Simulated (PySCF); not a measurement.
C3H3F3Ge.
SMILES with atom numbers: `[F:1][C:2]1=[C:3]([F:4])[Ge@H:5]([F:6])[CH2:7]1` (hydrogens: H8 on Ge5; H9, H10 on C7)

Level of theory: PBE0-D3(BJ)/def2-SVP geometry optimisation, gas phase (PySCF 2.14.0).

(1) What internal coordinates does the optimisation give?

Answers

(1) 
```csv
bond,length (bohr)
F1–C2,2.496
C2=C3,2.554
C3–F4,2.489
C3–Ge5,3.645
Ge5–F6,3.295
Ge5–C7,3.740
C2–C7,2.835
Ge5–H8,2.891
C7–H9,2.080
C7–H10,2.080
```

A selection of angles:
```csv
angle,degrees
F1–C2–C3,127.4
F1–C2–C7,122.4
C3–C2–C7,110.2
C2–C3–F4,128.0
C2–C3–Ge5,91.2
F4–C3–Ge5,140.8
C3–Ge5–F6,115.4
C3–Ge5–C7,73.6
C3–Ge5–H8,124.2
F6–Ge5–C7,113.0
F6–Ge5–H8,105.0
C7–Ge5–H8,123.7
Ge5–C7–H9,114.5
Ge5–C7–H10,117.2
C2–C7–Ge5,85.0
C2–C7–H9,114.4
C2–C7–H10,114.2
H9–C7–H10,109.8
```

Dihedral angles: F1–C2–C3–F4 0° (synperiplanar); C2–C3–Ge5–F6 109° (anticlinal); C3–Ge5–C7–C2 -1° (synperiplanar); F1–C2–C7–Ge5 -178° (antiperiplanar).

The C–C distances run from 1.351 Å (C2=C3, drawn double) to 1.500 Å (C2–C7, drawn single), a spread of 0.149 Å. The 2 C–Ge bonds span 1.929 Å (C3–Ge5, drawn single) to 1.979 Å (Ge5–C7, drawn single), a spread of 0.050 Å. Ge5 (germanium bonded to 2 C, F and H) has angles from 73.6° to 124.2°. The 4-membered ring C2–C3–Ge5–C7 has internal angles of 73.6° to 110.2° (sum 360°, against 360° for a flat polygon); it is planar, 0.01 Å rms from its mean plane, widest ring torsion 1°.

Point group: C1 (no symmetry element, even within 0.4 Å). Whether it is a minimum is left open (no frequencies).
